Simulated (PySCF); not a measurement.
# [Yb(HCN)]2+ at several levels of theory

Computed with PySCF 2.14.0 (density fitting, no spin-orbit coupling) at the geometry relaxed with PBE0:

```xyz
4
[Yb(HCN)]2+ (singlet in the valence; each metal's 4f electrons, 14 of them, lie in its core potential, out of spins and levels)
Yb    0.0000    0.0000   -0.2949
N     0.0000    0.0000    2.1355
C     0.0000    0.0000    3.2889
H     0.0000    0.0000    4.3839
```

```
level                                                              basis    state  HOMO (eV)  gap (eV)  charge on Yb1 (e)  population of f-type functions on Yb1 (polarisation alone where 4f lies in the core)  dipole about the centre of mass (D)  largest force component (eV/Å)
 PBE0      Yb lcecp-0-SVP with ECP60, N def2-SVP, C def2-SVP, H def2-SVP  singlet          –         –               1.76                                                                                  0.00                                 3.01                            0.00
 BP86                                                           the same  singlet          –         –               1.73                                                                                  0.00                                 3.06                            1.53
 PBE0  Yb lcecp-0-TZVP with ECP60, N def2-TZVP, C def2-TZVP, H def2-TZVP  singlet          –         –               1.85                                                                                  0.01                                 3.15                            0.99
```

In the lcecp rows the 4f levels are missing from HOMO and gap, and the state counts the valence alone.

Charges are Mulliken's, which hang on the basis. The relaxation used the grid (50, 194), these runs (75, 302) or, all-electron (x2c bases, spin-free X2C Hamiltonian), (99, 590).

What does BLYP with Yb lcecp-0-SVP with ECP60, N def2-SVP, C def2-SVP, H def2-SVP give here?

state singlet, charge on Yb1 (e) 1.71, population of f-type functions on Yb1 (polarisation alone where 4f lies in the core) 0.00, dipole about the centre of mass (D) 3.10, largest force component (eV/Å) 1.47. Time: 1.6 s on 2 threads of Arm Neoverse V2, on a shared host, from an already converged density.

An lcecp potential fixes the number of 4f electrons, so in runs with it no electron can move into or out of that shell.
